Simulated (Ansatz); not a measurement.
System: C₃H₄F₂O, net charge 0, singlet state. 
Coordinates optimised at B3LYP-D3(BJ)/def2-TZVP (Ansatz, a first-principles code):
SMILES: C1C(F)(CO1)F
```xyz
10

F     -0.3333     1.4187     0.7626
C     -0.1539     0.3804    -0.0953
F     -0.5655     0.8030    -1.3194
C      1.2221    -0.2811    -0.0532
O      0.6160    -1.5226     0.3816
C     -0.7192    -0.9618     0.3647
H      1.7111    -0.3734    -1.0239
H      1.9025     0.1340     0.6917
H     -1.1773    -0.9459     1.3546
H     -1.3687    -1.4533    -0.3610
```
Charge 0, spin multiplicity 1.

Property: atomisation energy (electronic, to ground-state atoms), in kcal/mol. Valence correlation only, unless marked. Open shells are spin-unrestricted. No spin-orbit coupling. No relativistic terms. The coupled-cluster limit lacks core correlation, which all-electron functionals hold. Basis-set limits of correlation are two-point, X^-3; Hartree-Fock from the larger set. [CCSD(T)-MP2]/basis is that difference in the basis named.

```tsv
level	program	atomisation energy (kcal/mol)
HF/STO-3G	Ansatz	759.1
revPBE-D4/def2-TZVPD	Ansatz + dftd4	978.9
PBE0/STO-3G	Ansatz	1089.4
HSE06/def2-TZVPD	Ansatz	980.2
CAM-B3LYP-D4/def2-TZVPD	Ansatz + dftd4	978.8
B2PLYP-D3(BJ)/def2-TZVPD	Ansatz + dftd3	963.5
SCS-MP2/6-31G*	Ansatz	908.1
```

Question: Predict the RI-MP2/CBS(cc-pVTZ,cc-pVQZ)+[CCSD(T)-MP2]/cc-pVTZ result (Ansatz).

Answer: 973.6 kcal/mol, so SCS-MP2/6-31G* differs from it by -65.5 kcal/mol.
